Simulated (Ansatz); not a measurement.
Stepwise reaction of `[SH][Ti]([SH])([Cl])[Cl]` with hydrogen chloride, as a gas-phase model of exchange steps in deposition or etching. ΔE in kJ/mol; ΔG adds harmonic PBE0-D4 terms to CCSD(T)/CBS, at 1 bar.

Program: Ansatz. Geometries: PBE0-D4/def2-TZVP. ΔE: electronic, gas phase. CCSD(T)/CBS is the MP2 limit (def2-TZVPP, def2-QZVPP) plus CCSD(T) − MP2 in def2-TZVPP, frozen cores. This one scheme is used for every species. DFT in def2-TZVPP. B3LYP here is the variant with VWN-RPA as its local correlation; programs differ in this. For Ti outer-core shells are correlated without core-valence functions, which leaves a few kJ/mol of doubt a bond. Scalar relativity is left out up to krypton. One conformer a species, not always the lowest.

```json
{"step": "1", "reaction": "`[SH][Ti]([SH])([Cl])[Cl]` + HCl → `[SH][Ti]([Cl])([Cl])[Cl]` + H₂S", "PBE-D4": "-48.8", "B3LYP-D4": "-53.6", "ωB97M-V": "-54.5", "CCSD(T)/CBS": "-50.1", "ΔG(400 K)": "-51.5"}
{"step": "2", "reaction": "`[SH][Ti]([Cl])([Cl])[Cl]` + HCl → `[Cl][Ti]([Cl])([Cl])[Cl]` + H₂S", "PBE-D4": "-50.6", "B3LYP-D4": "-54.4", "ωB97M-V": "-55.2", "CCSD(T)/CBS": "-51.2", "ΔG(400 K)": "-42.4"}
```

Q: By hand: ΔE of the 2 steps together at CCSD(T)/CBS.

A: (-50.1) + (-51.2) = -101.3 kJ/mol, or -50.7 kJ/mol a step.

In ΔE the steps differ by no more than 1.1 kJ/mol. All are downhill at CCSD(T)/CBS. ΔG lies between -51.5 and -42.4 kJ/mol a step. PBE-D4 differs from CCSD(T)/CBS by 0.6 to 1.3 kJ/mol a step. Isolated molecules leave out the surface, adducts and barriers. Largest T1 diagnostic: 0.027.
